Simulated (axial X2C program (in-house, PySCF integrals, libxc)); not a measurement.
**SbBr⁻: properties at the nuclei**

Computed with an in-house all-electron X2C program for linear molecules (integrals from PySCF): two-component X2C with atomic mean-field Coulomb and Gaunt terms, Gaussian nuclei, basis Sb dyall-acv3z, Br dyall-acv3z with contracted cores.

R = 2.651 Å (near the PBE0 minimum at charge -1 of the determinant lowest at the starting distance; the state shown can have its own minimum elsewhere).

Input and command:
```json
{"zs": [51, 35], "q": -1, "bas": ["dyall-acv3z", "dyall-acv3z"], "r0": 2.54, "levels": ["PBE0", "HF", "PBE50", "BP86", "LDA"], "nst": 3}
```
```bash
python soeom.py task.json out
```

Keys: zs atomic numbers; q charge; bas basis sets; r0 starting distance in Å; levels methods; nst determinants followed.

Determinant lowest in the PBE0 search, Ω = 3/2 (⟨Sz⟩ = 0.52, ⟨Lz⟩ = 0.98 at PBE0), spin on the atoms Sb 0.52, Br 0.00:

| level | Eeff magnitude (GV/cm) | Ws magnitude Sb (kHz) | A∥/gI Sb (MHz) | qzz Sb (a.u.) | A∥/gI Br (MHz) | qzz Br (a.u.) |
| --- | --- | --- | --- | --- | --- | --- |
| PBE0 | 2.04 | 0.747 | 337 | 8.27 | 33.1 | 4.06 |
| HF | 12 | 4.63 | 433 | 7.82 | 48.2 | 3.22 |
| PBE50 | 2.96 | 1.1 | 347 | 8.69 | 29.3 | 3.98 |
| BP86 | 1.34 | 0.489 | 356 | 7.90 | 41.4 | 4.09 |
| LDA | 1.18 | 0.416 | 381 | 8.04 | 43.1 | 4.20 |

Determinant 0.36 eV from it at PBE0 and this distance, Ω = 1/2 (⟨Sz⟩ = -0.49, ⟨Lz⟩ = 0.99 at PBE0), spin on the atoms Sb -0.49, Br 0.00:

```
level  Eeff magnitude (GV/cm)  Ws magnitude Sb (kHz)  A∥/gI Sb (MHz)  qzz Sb (a.u.)  A∥/gI Br (MHz)  qzz Br (a.u.)
 PBE0                    1.83                   2.01            3010           7.89             173           4.22
   HF                    1.38                   1.46            2930           8.69             108           3.76
PBE50                    1.84                   2.02            3060           8.33             144           4.15
 BP86                    1.86                   2.03            2910           7.51             215           4.22
  LDA                    2.21                   2.44            2970           7.66             234           4.34
```

Eeff is the effective electric field on the electron electric dipole moment in this Ω state and Ws the scalar–pseudoscalar constant of the nucleus named (defined with the proton number Z and per Ω); A∥ (defined per Ω) follows by multiplying with gI = μI/(I μN); qzz is the electric field gradient, eQq0 = 234.96 MHz × Q/barn × qzz. The operators were transformed with the bare-nucleus X2C matrices; with these basis sets, hyperfine constants and field gradients can be off by tens of per cent, and where levels differ in sign neither size nor sign is settled.

Question: With gI(121Sb) = 1.3454, Q(121Sb) = -0.543 barn, gI(79Br) = 1.4043, Q(79Br) = 0.3087 barn (g factors from the IAEA table of nuclear moments by Stone; Q from Pyykkö, Mol. Phys. 2018), turn the PBE0 values of the first state into constants in MHz.

Answer: A∥(121Sb) = 337 × 1.3454 = 453 MHz; eQq0(121Sb) = 234.96 × (-0.543) × (8.27) = -1060 MHz; A∥(79Br) = 33.1 × 1.4043 = 46.5 MHz; eQq0(79Br) = 234.96 × (0.3087) × (4.06) = 294 MHz.

Each state is one determinant with collinear spin. Unrestricted Hartree–Fock can overshoot spin polarisation at the nuclei. For an anion, determinants above electron detachment, or with a positive highest level, are held by the basis set. Where Eeff spreads by more than a factor of two the levels disagree and none is to be relied on. The search compared states at one distance, so a state with another bond length can lie lower. Further determinants of the search, some of them spin-mixed, are not shown. PBE0 term energies can be off by some tenths of an eV.
